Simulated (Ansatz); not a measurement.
Mulliken charges of `FC1(Br)C[SiH2]1` from B3LYP/def2-TZVPP in Ansatz (PBE0-D4/def2-TZVP geometry).

| atom | x (Å) | y (Å) | z (Å) | charge (e) |
| --- | --- | --- | --- | --- |
| F1 | -1.784 | 0.064 | 0.925 | -0.197 |
| C2 | -0.442 | 0.125 | 0.736 | 0.179 |
| Br3 | 0.440 | 0.750 | 2.331 | -0.107 |
| C4 | -0.004 | 0.792 | -0.554 | -0.282 |
| Si5 | 0.464 | -1.012 | -0.428 | 0.258 |
| H6 | 0.728 | 1.589 | -0.485 | 0.115 |
| H7 | -0.838 | 1.025 | -1.213 | 0.112 |
| H8 | -0.323 | -1.973 | -1.228 | -0.041 |
| H9 | 1.847 | -1.406 | -0.102 | -0.037 |

Q: By hand: the dipole of these point charges (1 e Å = 4.8032 D).

A: Σ q r = (0.281, -0.124, -0.392) e Å, of length 0.498 e Å = 2.39 D.

Q: How does the dipole of the full density compare? (Best estimate.)

A: The calculation gave: (0.228, -0.141, -0.455) e Å, 2.54 D; the point charges give 0.94 times that, at 9° from its direction.

Point charges leave out the atoms' own dipoles, such as those of lone pairs, and Mulliken's split depends on the basis, so the close match here is no proof of good charges.

B3LYP here is the variant with VWN-RPA as its local correlation; programs differ in this.
